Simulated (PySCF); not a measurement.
CH5F2NOSi, SMILES NC[Si](O)(F)F. Atoms are numbered in the order given.

```xyz
11

N     -1.9513    -1.1482     0.6897
C     -0.6040    -1.3844     0.1768
Si     0.3573     0.1737    -0.1192
O      0.4529     1.0048     1.2913
F      1.8328    -0.0759    -0.7289
F     -0.3928     1.0950    -1.2199
H     -1.9102    -0.6074     1.5519
H     -2.4915    -0.5918     0.0295
H     -0.6608    -1.9684    -0.7574
H     -0.0496    -2.0297     0.8796
H      0.8091     1.8980     1.2845
```

The structure is a stationary point at PBE0-D3(BJ)/def2-SVP. The structure was generated by enumeration, and PubChem lists no compound with its InChIKey, so it may never have been made. The values are those of a single conformer.

Method: PBE/def2-TZVP (PySCF).

ESP charges are fitted to the potential on shells at 1.4 to 2.0 van der Waals radii. Atomic charges (e):

| atom | ESP fit | Mulliken | Löwdin |
|---|---|---|---|
| N1 | -0.90 | -0.46 | -0.15 |
| C2 | 0.26 | -0.25 | -0.44 |
| Si3 | 0.69 | 0.73 | -0.17 |
| O4 | -0.68 | -0.48 | -0.07 |
| F5 | -0.29 | -0.28 | 0.03 |
| F6 | -0.29 | -0.29 | 0.02 |
| H7 | 0.36 | 0.22 | 0.15 |
| H8 | 0.34 | 0.22 | 0.15 |
| H9 | 0.02 | 0.13 | 0.15 |
| H10 | 0.03 | 0.13 | 0.15 |
| H11 | 0.46 | 0.32 | 0.18 |

Task: Give the Mayer and Wiberg (Löwdin basis) orders of the bonds. (Estimate from the structure and the level; the computed values follow.)

Result: 
| bond | Mayer | Wiberg |
|---|---|---|
| N1–C2 | 1.03 | 1.48 |
| C2–Si3 | 1.04 | 1.11 |
| Si3–O4 | 1.26 | 1.71 |
| Si3–F5 | 1.15 | 1.71 |
| Si3–F6 | 1.13 | 1.69 |
| N1–H7 | 0.93 | 0.95 |
| N1–H8 | 0.93 | 0.95 |
| C2–H9 | 0.93 | 0.85 |
| C2–H10 | 0.92 | 0.85 |
| O4–H11 | 0.87 | 1.01 |
